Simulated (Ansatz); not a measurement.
**Molecular dynamics of H4Sn**

The input (input.yaml):

```yaml
crystal:
  periodic: [false, false, false]
  atoms:
    - { symbol: Sn, position_ang: [0.097438, -0.339631, 0.0705] }
    - { symbol: H, position_ang: [1.103491, 0.572997, 1.273947] }
    - { symbol: H, position_ang: [0.040958, 0.753157, -1.515244] }
    - { symbol: H, position_ang: [-1.667438, -1.061409, 0.367002] }
    - { symbol: H, position_ang: [1.176091, -1.72689, 0.1532] }
basis:
  gaussian: { orbitals: def2-SVP }
hamiltonian:
  xc: blyp
  dispersion: d4
md:
  timestep: 0.5
  n_steps: 166
  ensemble: nvt_langevin
  temperature: 100.0
  initial_velocities: maxwell_boltzmann
  seed: 958090
  friction: 0.05
  temperature_schedule:
    - { n_steps: 41, end_temperature: 100.0 }
    - { n_steps: 125, end_temperature: 300.0 }
```

Launched with:

```bash
$ ansatz run input.yaml --threads 1 --pin off --max-ram 2048MiB --backend cpu --events-out ev --progress --plain --runs-dir out
```

It goes on from the last frame of an earlier run, with new velocities.

Output, in part (step lines, the closing report, with atoms numbered from 0):

```
md step     0: t =     0.00 fs  T =    80.0 K (target 100.0 K)  F+E_penalty+E_count = -5892.99247204 eV  E_kin = 0.051704 eV  (21 SCF iters)
md step     1: t =     0.50 fs  T =    64.5 K (target 100.0 K)  F+E_penalty+E_count = -5892.98441134 eV  E_kin = 0.041672 eV  (19 SCF iters)
md step     2: t =     1.00 fs  T =    96.1 K (target 100.0 K)  F+E_penalty+E_count = -5892.99495969 eV  E_kin = 0.062096 eV  (24 SCF iters)
md step     3: t =     1.50 fs  T =   140.0 K (target 100.0 K)  F+E_penalty+E_count = -5893.02258095 eV  E_kin = 0.090505 eV  (24 SCF iters)
md step     4: t =     2.00 fs  T =   205.6 K (target 100.0 K)  F+E_penalty+E_count = -5893.06319766 eV  E_kin = 0.132875 eV  (24 SCF iters)
md step     5: t =     2.50 fs  T =   268.4 K (target 100.0 K)  F+E_penalty+E_count = -5893.11271889 eV  E_kin = 0.173464 eV  (24 SCF iters)
[... lines left out ...]
Total energy: -5893.55329313 eV, -216.5840887286 hartree
Atom 0 at     0.184731    -0.338921     0.143857 Å, force     0.644515     0.678008    -0.938438 eV/Å
Atom 1 at     0.974966     0.458130     1.418603 Å, force     0.149150    -0.094062     0.477612 eV/Å
Atom 2 at    -0.029407     0.962153    -0.989721 Å, force    -0.130639    -0.023471    -0.040524 eV/Å
Atom 3 at    -1.302807    -1.009680     0.457471 Å, force    -0.771270    -0.392339     0.355293 eV/Å
Atom 4 at     1.185563    -1.449442    -0.711297 Å, force     0.108245    -0.168136     0.146057 eV/Å
Dipole moment:    -0.025154    -0.068806     0.090236 e Å
```

The steps, from the saved trajectory:

```tsv
time (fs)	T (K)	potential energy less start (eV)
0.0	80	0.000
2.5	268	-0.120
5.0	594	-0.382
7.5	490	-0.358
10.0	286	-0.303
12.5	691	-0.548
15.0	524	-0.585
17.5	283	-0.495
20.0	239	-0.495
22.5	303	-0.562
25.0	246	-0.540
27.5	211	-0.481
30.0	257	-0.533
32.5	318	-0.586
35.0	251	-0.557
37.5	101	-0.535
40.0	173	-0.586
42.5	209	-0.631
45.0	125	-0.614
47.5	84	-0.590
50.0	124	-0.598
52.5	165	-0.612
55.0	132	-0.606
57.5	166	-0.603
60.0	232	-0.622
62.5	307	-0.623
65.0	182	-0.577
67.5	235	-0.580
70.0	344	-0.615
72.5	214	-0.597
75.0	203	-0.581
77.5	197	-0.567
80.0	179	-0.559
82.5	207	-0.560
```

All steps were run. The schedule's set-point averaged 234 K over the second half and the system 192 K, so it lags behind the ramp. A run of 0.083 ps of so small a system gives no equilibrium averages.

The same pairs are bonded in the first frame and the last. Pairs count as bonded within 1.25 times the sum of covalent radii (0.12 Å more for H–H).

Last frame:

```xyz
5
Properties=species:S:1:pos:R:3
Sn 0.185 -0.339 0.144
H 0.975 0.458 1.419
H -0.029 0.962 -0.990
H -1.303 -1.010 0.458
H 1.186 -1.449 -0.711
```

The run took 110 s on 1 thread of Arm Neoverse V2 (shared host), peak memory 0.086 GiB.
